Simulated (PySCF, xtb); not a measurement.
GaH₂, SMILES [GaH2+], charge +1.

Harmonic wavenumbers (cm⁻¹) from GFN2-xTB run with xtb at its own minimum, in rising order: 242, 243, 1552, 1657.

Question: What does B3LYP-D3(BJ)/def2-TZVPD in PySCF 2.14.0 give at its own minimum? (Estimate from the structure and the level; the computed values follow.)

Answer: 672, 672, 2064, 2161. Paired by order, the mean absolute difference is 469 cm⁻¹ and the zero-point energies are 5.3 and 8.0 kcal/mol.
